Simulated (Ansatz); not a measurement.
`C=C(N)CF` and `C=C(N)[SiH3]` differ in one atom or group.

Ansatz, PBE0-D4/def2-TZVP geometries, multiplicity 1. Each molecule was computed in one conformer, which needn't be the lowest.

```json
{"property": "HOMO energy (ωB97M-V/def2-TZVPP) / eV", "`C=C(N)CF`": "-8.52"}
{"property": "HOMO–LUMO gap (ωB97M-V/def2-TZVPP) / eV", "`C=C(N)CF`": "11.00"}
{"property": "LUMO energy (PBE0/def2-TZVPP) / eV", "`C=C(N)CF`": "0.45"}
{"property": "LUMO energy (ωB97M-V/def2-TZVPP) / eV", "`C=C(N)CF`": "2.48"}
{"property": "LUMO energy (PBE/def2-TZVPP) / eV", "`C=C(N)CF`": "-0.55"}
{"property": "HOMO energy (PBE0/def2-TZVPP) / eV", "`C=C(N)CF`": "-6.29"}
```

Question: What does the change do to each property? (Estimate.)

Answer: Computed: 
```csv
property,`C=C(N)[SiH3]`,shift
HOMO energy (ωB97M-V/def2-TZVPP) / eV,-8.47,0.05
HOMO–LUMO gap (ωB97M-V/def2-TZVPP) / eV,10.53,-0.47
LUMO energy (PBE0/def2-TZVPP) / eV,0.19,-0.26
LUMO energy (ωB97M-V/def2-TZVPP) / eV,2.06,-0.42
LUMO energy (PBE/def2-TZVPP) / eV,-0.75,-0.20
HOMO energy (PBE0/def2-TZVPP) / eV,-6.25,0.04
```
